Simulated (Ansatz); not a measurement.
C₆H₁₇Si₂ (SMILES [CH2][Si](C)(C)[Si](C)(C)C), doublet, at a GFN2-xTB geometry. Base run: HF/STO-3G (Ansatz, a first-principles code).

The Ansatz input:
Ansatz 0.2 input:
```yaml
crystal:
  periodic: [false, false, false]
  atoms:
    - {symbol: C, position_ang: [1.74632956, -1.06068855, -1.60790486]}
    - {symbol: Si, position_ang: [1.22715392, -0.24679256, -0.06002972]}
    - {symbol: C, position_ang: [2.11601532, 1.43233999, 0.16123853]}
    - {symbol: C, position_ang: [1.62043061, -1.34603485, 1.45499638]}
    - {symbol: Si, position_ang: [-1.12279911, 0.19036732, -0.02170789]}
    - {symbol: C, position_ang: [-1.98472460, -0.72652537, 1.42182627]}
    - {symbol: C, position_ang: [-1.48800078, 2.06070472, 0.16845416]}
    - {symbol: C, position_ang: [-1.93713040, -0.39644048, -1.64872544]}
    - {symbol: H, position_ang: [1.93701080, -0.50855545, -2.51252301]}
    - {symbol: H, position_ang: [1.65153745, -2.12259818, -1.75929420]}
    - {symbol: H, position_ang: [3.18944539, 1.29881857, 0.25038051]}
    - {symbol: H, position_ang: [1.77402214, 1.95625688, 1.04881870]}
    - {symbol: H, position_ang: [1.93614493, 2.07811143, -0.69193467]}
    - {symbol: H, position_ang: [1.27319334, -0.89677933, 2.38066784]}
    - {symbol: H, position_ang: [2.68838985, -1.51419024, 1.55062760]}
    - {symbol: H, position_ang: [1.14346056, -2.31602590, 1.36076740]}
    - {symbol: H, position_ang: [-3.05746453, -0.55299665, 1.41576845]}
    - {symbol: H, position_ang: [-1.82640826, -1.79851035, 1.35467695]}
    - {symbol: H, position_ang: [-1.60653518, -0.40044136, 2.38593932]}
    - {symbol: H, position_ang: [-2.55603293, 2.25951322, 0.14234189]}
    - {symbol: H, position_ang: [-1.10648657, 2.44965117, 1.10762296]}
    - {symbol: H, position_ang: [-1.02925194, 2.63273820, -0.63220977]}
    - {symbol: H, position_ang: [-3.00722211, -0.20781728, -1.65083125]}
    - {symbol: H, position_ang: [-1.79058570, -1.46140115, -1.79886569]}
    - {symbol: H, position_ang: [-1.51170295, 0.11404714, -2.50693647]}
basis:
  gaussian:
    orbitals: STO-3G
hamiltonian:
  xc: hf
magnetization: {spin_polarized: true, initial_magnetization: 1}
```

Each row names what was changed in the base input (with any setting that the change needs).

```tsv
change	E (Eh)	SCF-reference <S^2>	core-seconds (rough)
base	-805.61810	0.767	3
functional = B2PLYP	-807.61709	0.758	8
functional = b3lyp	-808.37644	0.754	6
functional = blyp	-808.08339	0.753	5
functional = pbe0	-807.86070	0.755	8
functional = r2scan	-808.18720	0.757	10
functional = pbe	-807.68209	0.754	7
functional = pbe; dispersion = d4	-807.70672	0.754	6
functional = revpbe	-808.17244	0.754	8
functional = wB97M-V	-808.34117	0.754	30
functional = SVWN5	-803.67037	0.753	4
functional = PBE-QIDH	-807.39391	0.760	9
functional = wB97X-V	-808.24774	0.755	30
```

Totals shift with the method and basis; they matter in differences.
